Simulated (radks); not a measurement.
Question: All-electron calculation, scalar-relativistic Kohn-Sham, r2SCAN, spin-polarised, spherical densities, finite nucleus; open shells are filled with parallel spins first (spin-orbit coupling, left out, can overturn this in heavy ions); meta-GGA in the generalised Kohn-Sham scheme; Fermi nuclear charge, rms radius of each element as measured or else 0.836 A^(1/3) + 0.57 fm. Program: a radial shooting solver on a logarithmic mesh with Libxc functionals. Each species is in its NIST ground configuration. Rank Pd4+, Tc4+, Zr4+, Cd4+, Nb4+, Rh4+, Ru4+, Mo4+, Ag4+ by radius at which the density is 0.001 e/bohr^3 (bohr), largest first.

Answer: Mo4+ 3.01, Tc4+ 3.00, Nb4+ 2.98, Ru4+ 2.97, Rh4+ 2.93, Pd4+ 2.91, Zr4+ 2.88, Ag4+ 2.87, Cd4+ 2.83.
